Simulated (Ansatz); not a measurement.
`Cl[SiH2][S][SbH2]` + `[SiH3]S` → `[SiH3]S[SiH2]Cl` + `[SH][SbH2]`  (ligand exchange at the Si–S bond)

Isolated molecules relaxed with PBE0-D4/def2-TZVP in Ansatz; ΔE leaves out vibrations. CBS: MP2 limit from def2 TZ/QZ plus the TZ coupled-cluster correction, frozen cores. DFT in def2-TZVPP. B3LYP here is the variant with VWN-RPA as its local correlation; programs differ in this. Elements past krypton have def2 core potentials. For Sb outer-core shells are correlated without core-valence functions, which leaves a few kJ/mol of doubt a bond. One conformer a species, not always the lowest.

```
             level  ΔE (kcal/mol)  difference from CCSD(T)/CBS
           PBE0-D4            0.4                         -0.3
          B3LYP-D4            0.6                         -0.1
            B2PLYP            0.6                         -0.1
            r2SCAN            0.2                         -0.5
              PBE0            0.2                         -0.5
             B3LYP            0.4                         -0.3
     HF/def2-TZVPP            0.1                         -0.6
    MP2/def2-TZVPP            1.0                          0.3
   CCSD/def2-TZVPP            0.5                         -0.2
CCSD(T)/def2-TZVPP            0.6                         -0.1
     HF/def2-QZVPP            0.1                         -0.6
    MP2/def2-QZVPP            1.0                          0.3
SCS-MP2/def2-QZVPP            0.9                          0.2
      HF/CBS(def2)            0.1                         -0.6
     MP2/CBS(def2)            1.1                          0.4
    CCSD/CBS(def2)            0.6                         -0.1
       CCSD(T)/CBS            0.7                            0
```

Largest T1 diagnostic among the species: 0.013.

CCSD(T)/CBS has its own doubt, a few kJ/mol and more with outer-core shells, so smaller differences from it don't rank the levels.
